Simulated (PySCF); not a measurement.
Computed IR spectrum (relative IR intensity) of a molecule C3H6BNO. Geometry optimised at PBE-D3(BJ)/def2-SVP. The values are those of a single conformer. Level of theory: PBE-D3(BJ)/def2-SVP in PySCF. Frequencies are harmonic and unscaled.

Lines under 2 % of the strongest are left out, and lines within 2 cm⁻¹ are merged.

```
ν (cm⁻¹)  relative intensity
--------  ------------------
301                      4.7
513                      8.9
764                      3.7
809                      3.6
886                       13
958                      4.9
1029                     100
1091                      21
1111                     4.1
1186                      52
1228                      13
1287                     6.4
1317                      12
1339                      86
1381                     4.3
1392                      11
1655                      45
2972                     2.8
3045                     2.4
3084                     3.8
3140                     6.2
```

Question: Identify the compound among the candidates.
(A) CCB1N=CO1
(B) CB1CN=CO1
(C) C#CB(O)NC
(D) CC1=COB1N

Answer: B, CB1CN=CO1
